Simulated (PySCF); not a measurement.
Compound: H₈O₃Si₃.
Geometry (GFN2-xTB, Å), atoms numbered from 1 in this order:
```xyz
14
H8O3Si3 angstrom
O     -3.3046    0.8514   -0.1456
Si    -1.7021    1.0369   -0.2846
O     -1.0184   -0.4375   -0.2864
Si     0.3196   -1.3285   -0.1420
O      1.6139   -0.3933    0.1078
Si     2.3170    1.0075    0.5135
H     -3.7697    0.1552   -0.6023
H     -1.3468    1.6599   -1.5578
H     -1.3428    1.7868    0.9068
H      0.5360   -1.9883   -1.4207
H      0.1413   -2.1688    1.0326
H      2.2828    1.1178    1.9718
H      3.6771    0.8651   -0.0008
H      1.5961    2.1153   -0.1143
```

Computed, not measured: TDDFT CAM-B3LYP/def2-SVPD, vertical, gas phase, core orbitals frozen in the response (PySCF).

Kohn–Sham orbitals with the atoms that hold most of them (Löwdin shares over 4%, at most four atoms; ? is withheld):

```
orbital  ε (eV)                               atoms
 LUMO+2    1.30  Si6 48%, H14 12%, H13 10%, H12 10%
 LUMO+1    0.85     Si2 22%, O1 21%, O3 12%, H7 12%
   LUMO       ?                                   ?
   HOMO   -9.79                                   ?
 HOMO-1  -10.27     O1 18%, O5 16%, Si2 14%, H8 11%
 HOMO-2  -10.54    O5 32%, Si6 21%, H14 16%, O3 10%
 HOMO-3  -10.98     O1 29%, O3 15%, Si6 11%, H12 9%
```

(1) Give the leading atoms of the LUMO.

(2) Give the leading atoms of the HOMO.

(3) What is the LUMO energy, and the HOMO–LUMO gap?

Results:

(1) Si4 (bonded to 2 O and 2 H) 22%; Si6 (bonded to O and 3 H) 20%; Si2 (bonded to 2 O and 2 H) 13%; O5 (bonded to 2 Si) 7%. By element: silicon 56%, oxygen 7% or more.

(2) O3 (bonded to 2 Si) 17%; O5 (bonded to 2 Si) 14%; Si4 (bonded to 2 O and 2 H) 14%; H11 (bonded to Si) 11%. By element: oxygen 32% or more, silicon 14% or more, hydrogen 11% or more.

(3) ε(LUMO) = 0.80 eV; the gap is 10.59 eV (0.3892 hartree).

Question: The HOMO–LUMO gap is 10.59 eV. Where does the response calculation put the lowest singlet, and from which orbitals?

Answer: S1 is at 7.42 eV (f = 0.017), 3.17 eV below the gap, made of HOMO→LUMO (61%), HOMO-1→LUMO (12%), HOMO→LUMO+1 (9%). 

Next come S2 at 7.63 eV (f 0.0069), HOMO→LUMO+1 (46%), HOMO-1→LUMO+1 (21%); S3 at 7.80 eV (f 0.0078), HOMO→LUMO+3 (29%), HOMO-1→LUMO+1 (23%), HOMO-1→LUMO (13%); S4 at 7.86 eV (f 0.0080), HOMO-2→LUMO (54%), HOMO-2→LUMO+1 (23%); S5 at 8.18 eV (f 0.0009), HOMO-1→LUMO (27%), HOMO→LUMO+3 (17%), HOMO-3→LUMO+1 (12%).

Löwdin shares depend on the basis, the more so with diffuse functions.

One conformer stands for the species.
